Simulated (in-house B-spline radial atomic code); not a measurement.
## Ionising Rb+ with different functionals

Computed with a B-spline radial code for spherical atoms: four-component Dirac-Coulomb Hamiltonian, Fermi nucleus of rms radius 4.2036 fm, spin-restricted, spherical fractional occupations for the functionals, and exact exchange of hybrids averaged over the configuration. The ionisation energy is the difference of two self-consistent energies, [Ar] 3d10 4s2 4p6 → [Ar] 3d10 4s2 4p5, without Breit or QED terms; ε is the level of the shell that loses the electron (mean over j). The electron is taken from both j subshells in proportion to 2j + 1, so the result is a j average, not the step between ground levels.

```json
{"method": "B3LYP", "rung": "global hybrid", "ΔSCF (eV)": "27.63", "-ε(4p) (eV)": "23.04"}
{"method": "B97-1", "rung": "global hybrid", "ΔSCF (eV)": "27.58", "-ε(4p) (eV)": "23.06"}
{"method": "wB97X", "rung": "range-separated hybrid", "ΔSCF (eV)": "27.49", "-ε(4p) (eV)": "25.89"}
{"method": "LC-wPBE", "rung": "range-separated hybrid", "ΔSCF (eV)": "27.67", "-ε(4p) (eV)": "26.36"}
```

(1) Among the functionals, which spreads more, the ΔSCF values or the orbital energies?

(2) How do they compare with the NIST value?

## Answers

(1) The orbital energies: ΔSCF values span about 0.18 eV and the orbital energies 3.32 eV; here energy differences depend much less on the functional than eigenvalues do.

(2) NIST lists 27.290 eV (measured, ground level to ground level). Errors run from +0.20 to +0.38 eV; wB97X is closest (+0.20 eV), but part of that can be cancellation, since the calculations leave out Breit-QED terms, spin polarisation, the choice among j levels, multiplet and fine-structure energies.
